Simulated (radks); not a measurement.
The numbers below are computed, except where a source is named.
Excited configurations of Sm3+: one electron is placed in a higher orbital outside [Xe] 4f4. The ground configuration is [Xe] 4f5. Code: a radial shooting solver on a logarithmic mesh with Libxc functionals. Model: Dirac Kohn-Sham, BLYP, spin-unpolarised, spherical densities, finite nucleus; open shells are shared between the two j in proportion to 2j + 1; Fermi nuclear charge, rms radius 5.0819 fm. Excitation = E - E(ground); binding = E(ion) - E, where the ion is the core of charge +4; n* = 4/sqrt(2 binding) in atomic units, and the quantum defect is n - n*. Eigenvalue and <r> are those of j = l + 1/2.

outer orbital  excitation (eV)  binding (eV)     n*  quantum defect  eigenvalue (eV)
5d                      10.309        31.396  2.633           2.367          -26.007
5f                      27.328        14.377  3.891           1.109          -11.786
6s                      13.767        27.938  2.791           3.209          -24.381
6p                      19.200        22.505  3.110           2.890          -19.237
6d                      26.283        15.422  3.757           2.243          -13.314
6f                      32.189         9.516  4.783           1.217           -8.171
7s                      26.570        15.135  3.793           3.207          -13.442
7p                      28.706        12.999  4.092           2.908          -11.363
7d                      31.858         9.847  4.702           2.298           -8.590
7f                      35.009         6.696  5.702           1.298           -5.862

The Delta-SCF ionisation energy is 41.705 eV (NIST Atomic Spectra Database: 41.6 eV, semi-empirical). Self-interaction in the functional shifts the binding energies and quantum defects, so they are the method's values and not measured ones. Spin polarisation and multiplet splitting are left out, so open shells lie too high by an amount that depends on their filling. Sharing an open shell by 2j + 1 raises it above the true ground level by a part of the spin-orbit splitting, which enters the differences from NIST.

Beside tabulated values, note that spin-unpolarised runs miss the spin-polarisation part of the exchange energy of open shells.
